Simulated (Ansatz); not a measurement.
Cost and result for the atomization energy of `OC1(I)C[SiH2]1` (10 atoms, 10 bonds).

```xyz
10

O     1.400   -0.893   -0.745
C     0.464    0.070   -0.487
I     0.386    1.641   -1.989
C    -0.929   -0.376   -0.031
Si    0.040    0.584    1.243
H     1.088   -1.444   -1.475
H    -1.004   -1.449    0.131
H    -1.794    0.049   -0.527
H     0.628   -0.178    2.364
H    -0.277    1.997    1.517
```

Charge 0, multiplicity 1. Correlated methods include outer-core shells of I, which these sets cover unevenly. I takes the def2 core potential. Geometry: relaxed with PBE0-D4/def2-TZVP. It is one conformer, not always the lowest. Program: Ansatz. All runs use 4 threads of an Arm Neoverse V1 on a shared host. Times are those of one run each, without the atoms' runs, and a repeat can differ threefold. Electronic energies, without spin–orbit coupling; frozen cores. CCSD(T)/CBS adds CCSD(T) − MP2 in def2-TZVPP to the MP2 limit, and its time is that of the two runs behind it. T1 = 0.011. With those shells the extrapolation isn't a true limit. B3LYP takes the VWN-RPA correlation (the form of Gaussian; ORCA's B3LYP/G).

CCSD(T)/CBS is a level of theory with its own doubt, some kJ/mol a heavy atom from the limit and from the frozen cores, so smaller differences don't rank the functionals.

| level | functions | wall time | atomization (kJ/mol) | difference from CCSD(T)/CBS | per bond |
| --- | --- | --- | --- | --- | --- |
| PBE-D4/def2-TZVPP (with forces) | 255 | 2.8 s | 3525.6 | 87.6 | 8.8 |
| PBE0-D4/def2-TZVPP | 255 | 3.8 s | 3445.2 | 7.2 | 0.7 |
| r2SCAN-D4/def2-TZVPP (with forces) | 255 | 6 s | 3446.9 | 8.9 | 0.9 |
| B3LYP-D4/def2-TZVPP (with forces) | 255 | 6 s | 3412.9 | -25.1 | -2.5 |
| B2PLYP/def2-TZVPP | 255 | 7 s | 3374.4 | -63.6 | -6.4 |
| ωB97X-V/def2-TZVPP | 255 | 9.5 s | 3435.3 | -2.7 | -0.3 |
| ωB97M-V/def2-TZVPP (with forces) | 255 | 15 s | 3429.3 | -8.7 | -0.9 |
| MP2/def2-QZVPP | 473 | 26 s | 3475.1 | 37.1 | 3.7 |
| CCSD(T)/def2-TZVPP | 255 | 4.4 min | 3328.4 | -109.6 | -11.0 |
| CCSD(T)/CBS(def2) | – | 4.8 min | 3438.0 | 0.0 | 0.0 |

In def2-TZVPP, CCSD(T) changes the Hartree–Fock value by +970.9 kJ/mol (the triples alone add +70.2 kJ/mol) and MP2 by +1052.8 kJ/mol; breaking electron pairs costs correlation energy, which Hartree–Fock lacks. The D4 term adds +44.6 kJ/mol with B3LYP and +23.1 kJ/mol with PBE0; it sums over pairs of atoms, weighted by their polarisabilities, and B3LYP, whose exchange is more repulsive, gets the larger term. From PBE to PBE0 (25 % exact exchange), in def2-TZVPP and without D4, the atomization energy moves by −76.4 kJ/mol: exact exchange takes away binding that semilocal exchange gives to molecules.

Spin–orbit coupling would lower the free I atoms strongly, and the atomization energy with them, by more than many differences here.
